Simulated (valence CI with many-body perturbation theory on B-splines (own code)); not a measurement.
**Ho62+: calculated level list**

Computed by configuration interaction combined with many-body perturbation theory (CI+MBPT): three valence electrons over a frozen Dirac-Fock core [He], a basis of 11 s, 11 p, 10 d, 8 f, 5 g, 2 h functions for each j, with the one-electron correlation potential Σ1 (screened to all orders), the two-electron term Σ2, the three-electron term Σ3, Breit, model QED; selected single and double excitations, second order for the rest, scaled by the run's own slope (own B-spline code, finite nucleus).

The last digits are not significant, and no measured levels were compared; by estimate large intervals hold to a few tenths of a per cent, small ones and those within an open d or f shell to about a per cent.

Levels 91 to 135 of 165, with energies above the lowest level, (2s^2 2p1/2) J=1/2. "Leading %" is the weight of the configuration and term that name the level; weights of strongly mixed levels are sums over their largest components and can fall short. In the jj column 3d3/2^4 stands for four electrons in 3d with j = 3/2.

| No. | Configuration | Term | J | E (× 10³ cm⁻¹) | Leading % | Leading jj | g | Second component |
| --- | --- | --- | --- | --- | --- | --- | --- | --- |
| 91 | 2p²3p | ²P° | 1/2 | 82082 | 86 | 2p1/2 2p3/2 3p3/2 (99 %) | 0.637 | 8 % 2p²3p ⁴D° |
| 92 | 2p²3d | ²G | 7/2 | 82136 | 53 | 2p1/2 2p3/2 3d3/2 (98 %) | 1.009 | 25 % 2p²3d ²F |
| 93 | 2p²3d | ²D | 5/2 | 82257 | 36 | 2p1/2 2p3/2 3d3/2 (97 %) | 1.129 | 32 % 2p²3d ²F |
| 94 | 2p²3d | ²D | 3/2 | 82302 | 47 | 2p1/2 2p3/2 3d3/2 (99 %) | 1.099 | 16 % 2p²3d ²P |
| 95 | 2p²3d | ²P | 1/2 | 82374 | 37 | 2p1/2 2p3/2 3d3/2 (100 %) | 1.643 | 34 % 2p²3d ⁴P |
| 96 | 2p²3d | ⁴D | 7/2 | 82583 | 46 | 2p1/2 2p3/2 3d5/2 (100 %) | 1.296 | 39 % 2p²3d ⁴F |
| 97 | 2p²3d | ²G | 9/2 | 82726 | 64 | 2p1/2 2p3/2 3d5/2 (100 %) | 1.170 | 36 % 2p²3d ⁴F |
| 98 | 2p²3d | ²P | 3/2 | 82726 | 39 | 2p1/2 2p3/2 3d5/2 (98 %) | 1.321 | 27 % 2p²3d ⁴P |
| 99 | 2p²3d | ²F | 5/2 | 82738 | 43 | 2p1/2 2p3/2 3d5/2 (98 %) | 1.133 | 21 % 2p²3d ⁴D |
| 100 | 2p²3d | ²D | 5/2 | 82876 | 59 | 2p1/2 2p3/2 3d5/2 (98 %) | 1.244 | 26 % 2p²3d ⁴P |
| 101 | 2p²3d | ²F | 7/2 | 82928 | 69 | 2p1/2 2p3/2 3d5/2 (98 %) | 1.123 | 12 % 2p²3d ²G |
| 102 | 2p²3d | ²D | 3/2 | 82978 | 58 | 2p1/2 2p3/2 3d5/2 (100 %) | 0.963 | 30 % 2p²3d ²P |
| 103 | 2p²3d | ²P | 1/2 | 83022 | 58 | 2p1/2 2p3/2 3d5/2 (99 %) | 1.197 | 36 % 2p²3d ²S |
| 104 | 2p²3s | ⁴P | 5/2 | 86564 | 64 | 2p3/2^2 3s (100 %) | 1.431 | 35 % 2p²3s ²D |
| 105 | 2p²3s | ²P | 3/2 | 86648 | 55 | 2p3/2^2 3s (100 %) | 1.158 | 35 % 2p²3s ²D |
| 106 | 2p²3s | ²S | 1/2 | 87085 | 69 | 2p3/2^2 3s (100 %) | 1.980 | 20 % 2p²3s ⁴P |
| 107 | 2p²3p | ⁴P° | 3/2 | 87171 | 27 | 2p3/2^2 3p1/2 (100 %) | 1.428 | 20 % 2p²3p ⁴S° |
| 108 | 2p²3p | ²D° | 5/2 | 87189 | 39 | 2p3/2^2 3p1/2 (100 %) | 1.169 | 26 % 2p²3p ²F° |
| 109 | 2p²3p | ²P° | 1/2 | 87667 | 76 | 2p3/2^2 3p1/2 (99 %) | 0.650 | 17 % 2p²3p ⁴D° |
| 110 | 2p²3p | ⁴D° | 7/2 | 89236 | 64 | 2p3/2^2 3p3/2 (100 %) | 1.305 | 36 % 2p²3p ²F° |
| 111 | 2p²3p | ²D° | 5/2 | 89238 | 52 | 2p3/2^2 3p3/2 (100 %) | 1.303 | 38 % 2p²3p ⁴P° |
| 112 | 2p²3p | ²P° | 1/2 | 89249 | 55 | 2p3/2^2 3p3/2 (100 %) | 1.256 | 34 % 2p²3p ²S° |
| 113 | 2p²3p | ²P° | 3/2 | 89615 | 62 | 2p3/2^2 3p3/2 (100 %) | 1.302 | 15 % 2p²3p ²D° |
| 114 | 2p²3d | ²D | 3/2 | 89779 | 31 | 2p3/2^2 3d3/2 (100 %) | 1.165 | 26 % 2p²3d ⁴P |
| 115 | 2p²3d | ⁴D | 5/2 | 89794 | 29 | 2p3/2^2 3d3/2 (97 %) | 1.150 | 23 % 2p²3d ²F |
| 116 | 2p²3d | ²F | 7/2 | 89802 | 39 | 2p3/2^2 3d3/2 (100 %) | 1.084 | 30 % 2p²3d ²G |
| 117 | 2p²3d | ⁴P | 1/2 | 89825 | 46 | 2p3/2^2 3d3/2 (98 %) | 1.594 | 26 % 2p²3d ²P |
| 118 | 2p²3p | ²P° | 3/2 | 89832 | 63 | 2p3/2^2 3p3/2 (100 %) | 1.313 | 14 % 2p²3p ²D° |
| 119 | 2p²3d | ²F | 7/2 | 90246 | 52 | 2p3/2^2 3d5/2 (100 %) | 1.228 | 38 % 2p²3d ⁴D |
| 120 | 2p²3d | ⁴F | 9/2 | 90251 | 64 | 2p3/2^2 3d5/2 (100 %) | 1.234 | 36 % 2p²3d ²G |
| 121 | 2p²3d | ²D | 3/2 | 90278 | 62 | 2p3/2^2 3d3/2 (91 %) | 0.859 | 13 % 2p²3d ⁴F |
| 122 | 2p²3d | ²P | 1/2 | 90370 | 56 | 2p3/2^2 3d5/2 (98 %) | 1.253 | 27 % 2p²3d ²S |
| 123 | 2p²3d | ²D | 5/2 | 90560 | 60 | 2p3/2^2 3d5/2 (98 %) | 1.187 | 12 % 2p²3d ⁴P |
| 124 | 2p²3d | ²D | 3/2 | 90584 | 44 | 2p3/2^2 3d5/2 (91 %) | 1.155 | 37 % 2p²3d ²P |
| 125 | 2p²3d | ²D | 5/2 | 90858 | 67 | 2p3/2^2 3d5/2 (99 %) | 1.183 | 12 % 2p²3d ²F |
| 126 | 2s²4s | ²S | 1/2 | 91774 | 98 | 2s^2 4s (98 %) | 1.993 |  |
| 127 | 2s²4p | ²P° | 1/2 | 92024 | 98 | 2s^2 4p1/2 (98 %) | 0.657 |  |
| 128 | 2s²4p | ²P° | 3/2 | 92935 | 94 | 2s^2 4p3/2 (94 %) | 1.334 |  |
| 129 | 2s2p4s | ⁴P° | 1/2 | 92971 | 77 | 2s 2p1/2 4s (100 %) | 2.192 | 23 % 2s2p4s ²P° |
| 130 | 2s²4d | ²D | 3/2 | 93114 | 97 | 2s^2 4d3/2 (97 %) | 0.794 |  |
| 131 | 2s2p4p | ⁴D | 1/2 | 93194 | 66 | 2s 2p1/2 4p1/2 (100 %) | 0.423 | 21 % 2s2p4p ²P |
| 132 | 2s2p4s | ⁴P° | 3/2 | 93211 | 58 | 2s 2p1/2 4s (96 %) | 1.536 | 38 % 2s2p4s ²P° |
| 133 | 2s2p4s | ²P° | 1/2 | 93257 | 86 | 2s 2p1/2 4s (100 %) | 0.893 | 14 % 2s2p4s ⁴P° |
| 134 | 2s²4d | ²D | 5/2 | 93377 | 98 | 2s^2 4d5/2 (98 %) | 1.194 |  |
| 135 | 2s2p4p | ⁴D | 3/2 | 93424 | 40 | 2s 2p1/2 4p1/2 (99 %) | 1.099 | 32 % 2s2p4p ²D |
